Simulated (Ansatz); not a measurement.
Program: Ansatz. Geometries: PBE0-D4/def2-TZVP. ΔE: electronic, gas phase. CBS: MP2 limit from def2 TZ/QZ plus the TZ coupled-cluster correction, frozen cores. This one scheme is used for every species. DFT in def2-TZVPP. Elements past krypton have def2 core potentials. For In outer-core shells are correlated without core-valence functions, which leaves a few kJ/mol of doubt a bond. One conformer a species, not always the lowest.

`FBO[SiH3]` + `[OH][In]([F])[SH]` → `[F][In]([SH])[O][SiH3]` + `OBF`  (ligand exchange at the Si–O bond)

```csv
species,PBE energy (Eh)
`FBO[SiH3]`,-491.67162
`[OH][In]([F])[SH]`,-764.43468
`[F][In]([SH])[O][SiH3]`,-1055.01230
`OBF`,-201.09781
```

Question: Work out ΔE.

Answer: ΔE = (-1055.01230) + (-201.09781) − (-491.67162) − (-764.43468) = -0.00381 Eh = -0.10 eV. CCSD(T)/CBS gives -0.16 eV.

Largest T1 diagnostic among the species: 0.016.
